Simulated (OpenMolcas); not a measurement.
## Os5+: effect of the active space

```yaml
Program: OpenMolcas 26.06
Method: MS-CASPT2 or its RAS form, IPEA 0.25 Eh, imaginary shift 0.1 Eh
Basis: ANO-R2
Scalar_Hamiltonian: X2C, finite nucleus
Spin-orbit_coupling: state interaction with AMFI integrals over the reference wave functions, term energies averaged over their components
```

A. 3 electrons in 5 orbitals (5d); 2S+1 = 4 even, 10 roots; 2S+1 = 2 even, 40 roots; closed shells correlated: 5s 5p; CASPT2 step roughly 12 core-seconds
B. 9 electrons in 8 orbitals (RAS1 5p, at most 2 holes; RAS2 5d); 2S+1 = 4 even, 10 roots; 2S+1 = 2 even, 40 roots; closed shells correlated: 5s; CASPT2 step about 30 core-seconds
C. 3 electrons in 10 orbitals (5d 6d); 2S+1 = 4 even, 10 roots; 2S+1 = 2 even, 40 roots; closed shells correlated: 5s 5p; CASPT2 step of the order of 5 core-minutes

Energies in cm⁻¹ above 5d³ ⁴F_3/2, the measured ground level; measured values from the list in Brasseur, Palmeri and Quinet, Atoms 13, 11 (2025).

```
            Level      A      B      C  Measured
       5d³ ⁴F_3/2    0.0    0.0    0.0       0.0
       5d³ ⁴F_5/2   6510   6740   6520      6397
       5d³ ⁴F_7/2  11630  11990  11650     11444
5d³ ⁴F_9/2 [55 %]  14940  15320  14990     14678
5d³ ⁴P_1/2 [67 %]  17120  17350  16980     16772
       5d³ ²G_7/2  23350  23940  23350     22920
5d³ ²H_9/2 [56 %]  24610  25090  24620     24028
       5d³ ⁴P_5/2  25280  25840  25390     24828
5d³ ²P_1/2 [67 %]  29380  29890  29150     28860
      5d³ ²H_11/2  32920  33460  33090     32156
    5d³ ²D_5/2(1)  35290  36100  35360     34418
5d³ ²G_9/2 [57 %]  37630  38570  37760     37019
5d³ ²P_3/2 [55 %]  40790  41600  40640          
       5d³ ²F_5/2  40790  41270  40890     39601
       5d³ ²F_7/2  41540  42070  41590     40447
    5d³ ²D_3/2(2)  62000  62320  62010          
    5d³ ²D_5/2(2)  62650  63170  62780     61005
```

Deviations, from unrounded energies. A percentage is the sum of absolute deviations over the sum of measured energies, with the sign that they share, or ± where signs differ.

```
                        Against measurement  Levels     A     B     C
             mean absolute deviation (cm-1)      14   650  1200   680
      fine structure of the ground term (%)       3  +1.7  +4.7  +2.0
other terms of the ground configuration (%)      11  +2.4  +4.1  +2.5
```

A, C lie about equally close to measurement and B furthest from it. The largest miss of A in the table is 5d³ ²D_5/2(2), by +1600 cm-1. The ranking rests on the paired levels alone, and a cruder setting can come out closer through cancelling errors.

The two smallest mean deviations differ by little beside CASPT2's spread within terms, so their order carries little weight.

Among A to C the level of the table that moves most is 5d³ ²P_3/2 [55 %], by 960 cm-1 (lowest in C, highest in B). Moves below CASPT2's spread within the term are not significant.

Term energies are means over components that CASPT2 splits; among the terms shown or strongly mixed into the levels shown the widest spread is 1200 cm-1 (5d³ ⁴F, B). Active for correlation alone: 5p; no level in the range computed is led by a configuration that opens it, so any true level of that kind is missing (holds for B). Active for correlation alone: 6d; no level in the range computed is led by a configuration that fills it, so any true level of that kind is missing (holds for C). Measured partners are found by configuration, term and J. A level has none where our copy of the source lacks it or the pairing is in doubt (some pairs that miss far off the trend of their configuration count as doubtful), and it then counts in no deviation. Levels of configurations outside the active space are missing. The table leaves out levels that lie high or whose names do not pair safely across all columns.

A share in square brackets marks a mixed level and gives the weight of the term that names it, the lowest over the columns. A number in round brackets counts repeated terms of one configuration in the order of the reference energies.
